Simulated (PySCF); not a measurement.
Cartesian coordinates (Å):
```xyz
8

Y     -0.3404    -0.2485     0.1196
F     -0.0708    -0.7149    -1.8212
N     -1.6602     1.3428     0.7090
H     -1.8568     1.6472     1.6654
H     -2.2238     1.9566     0.1172
N      0.6834    -1.3228     1.6750
H      1.3420    -2.0993     1.5872
H      0.6071    -1.1557     2.6812
```
Charge 0, multiplicity 1.

Question: Predict the HOMO–LUMO gap, charge on the central atom (Mulliken) and HOMO from TPSSh-D3(BJ)/def2-TZVP // r2SCAN-D4/def2-SVP run with PySCF.

Answer: 
| Quantity | Value |
|---|---|
| HOMO–LUMO gap | 4.24 eV |
| charge on the central atom (Mulliken) | 1.47 e |
| HOMO | -5.93 eV |
